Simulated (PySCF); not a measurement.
**Relaxation of singlet Ag₂H₂**

Method: PySCF, PBE0, basis Ag def2-TZVP with ECP28, H def2-TZVP (scalar-relativistic core potentials, no spin–orbit coupling, density fitting). A (50,194) grid was used.

A start displaced from a saddle point along its imaginary mode, of C2h symmetry, held to at least that symmetry:

```xyz
4
charge 0 multiplicity 1, angstrom
Ag    1.2567    0.0013    0.0000
Ag   -1.2567   -0.0013    0.0000
H     0.1200    1.4918    0.0000
H    -0.1200   -1.4918    0.0000
```

Optimiser trace:
| step | E − E(last) (kJ/mol) | largest gradient (Eh/bohr) |
| --- | --- | --- |
| 0 | 9.09 | 0.00122 |
| 1 | 9.07 | 0.00082 |
| 2 | 8.99 | 0.00098 |
| 3 | 8.95 | 0.00160 |
| 4 | 8.52 | 0.00434 |
| 5 | 7.71 | 0.00569 |
| 6 | 6.21 | 0.00586 |
| 7 | 5.59 | 0.00550 |
| 8 | 4.58 | 0.00435 |
| 9 | 1.95 | 0.00197 |
| 10 | 1.06 | 0.00303 |
| 11 | 0.55 | 0.00326 |
| 12 | 0.19 | 0.00218 |
| 13 | 0.01 | 0.00060 |
| 14 | 0.00 | 0.00010 |
| 15 | 0.00 | 0.00011 |

It ends at C2h with Ag–Ag 2.701 Å, Ag–H 1.639 Å (×2); Ag–Ag–H 88.6° (×2) (after a last refinement on a finer grid). A frequency run shows 1 imaginary mode, down to 304i cm⁻¹, so it is a saddle point. Other isomers or separated fragments may lie lower.

Final geometry:
```xyz
4
charge 0 multiplicity 1, angstrom
Ag    1.2575    0.4924    0.0000
Ag   -1.2575   -0.4924    0.0000
H     0.6241    2.0037    0.0000
H    -0.6241   -2.0037    0.0000
```

Stability towards spin polarisation was not tested.
